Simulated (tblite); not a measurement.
Species: C4H9P2Si (doublet state).
Numbering: `[CH:1]#[C:2][CH2:3][CH2:4][Si@H:5]([PH:6])[PH2:7]` (hydrogens: H8 on C1; H9, H10 on C3; H11, H12 on C4; H13 on Si5; H14 on P6; H15, H16 on P7)

A start from a force field or distance geometry was refined with GFN2-xTB geometry optimisation, gas phase in tblite. Values at the start:

```json
{"coordinate": "C1≡C2", "start": "1.211 Å"}
{"coordinate": "C1–H8", "start": "1.057 Å"}
{"coordinate": "C2–C3", "start": "1.462 Å"}
{"coordinate": "C3–C4", "start": "1.526 Å"}
{"coordinate": "C3–H9", "start": "1.094 Å"}
{"coordinate": "C3–H10", "start": "1.103 Å"}
{"coordinate": "C4–Si5", "start": "1.864 Å"}
{"coordinate": "C4–H11", "start": "1.095 Å"}
{"coordinate": "C4–H12", "start": "1.109 Å"}
{"coordinate": "Si5–P6", "start": "2.238 Å"}
{"coordinate": "Si5–P7", "start": "2.217 Å"}
{"coordinate": "Si5–H13", "start": "1.477 Å"}
{"coordinate": "P6–H14", "start": "1.425 Å"}
{"coordinate": "P7–H15", "start": "1.412 Å"}
{"coordinate": "C1–C2–C3", "start": "178.7°"}
{"coordinate": "C2–C3–C4", "start": "113.0°"}
{"coordinate": "C3–C4–Si5", "start": "117.7°"}
{"coordinate": "C4–Si5–P6", "start": "112.5°"}
{"coordinate": "C4–Si5–P7", "start": "109.4°"}
{"coordinate": "P6–Si5–P7", "start": "105.7°"}
{"coordinate": "C2–C3–C4–Si5", "start": "-69°"}
{"coordinate": "C3–C4–Si5–P6", "start": "-65°"}
```

How do these coordinates change at the GFN2-xTB level?

```csv
coordinate,GFN2-xTB (Å or °),change
Si5–P7,2.275,+0.058
C4–Si5,1.907,+0.043
P6–H14,1.391,-0.034
P7–H15,1.383,-0.029
Si5–P6,2.217,-0.021
C4–H12,1.091,-0.018
C2–C3,1.447,-0.015
C1≡C2,1.197,-0.014
C1–H8,1.049,-0.008
C3–H10,1.095,-0.008
Si5–H13,1.471,-0.006
C4–H11,1.092,-0.003
C3–C4,1.528,+0.002
C3–H9,1.095,+0.001
P6–Si5–P7,112.5,+6.8
C3–C4–Si5,111.9,-5.8
C4–Si5–P6,107.8,-4.7
C4–Si5–P7,105.5,-3.9
C2–C3–C4,111.6,-1.4
C1–C2–C3,178.6,-0.1
C2–C3–C4–Si5,-64,+5
C3–C4–Si5–P6,-62,+3
```

The energy falls by 0.204 eV over 83 L-BFGS steps, the largest force on an atom goes from 1.54 to 0.010 eV/Å, and the atoms move by 0.226 Å rms after alignment. The bond that changes most is Si5–P7 (ends: silicon bonded to C, 2 P and H; phosphorus bonded to Si and 2 H), which lengthens by 0.058 Å. Bonds longer at the end by more than 0.005 Å: 2 of 15; shorter: 10. Among the dihedrals that turn most is C4–Si5–P6–H14, from 120° to 167°. Rotational constants go from 1909, 782.7, 641.5 to 1821, 846.1, 683.4 MHz.

On an Arm Neoverse V1 with one thread, shared host with 32 logical CPUs at a one-minute load of 7.0, this took 0.7 s of wall time.

Its GFN2-xTB frequencies are all real (lowest 19 cm⁻¹). 2 starts were optimised and ended at 0.00 and 2.52 kcal/mol (GFN2-xTB); the lowest of these is shown.

One conformer stands for the species.

These are computed values.
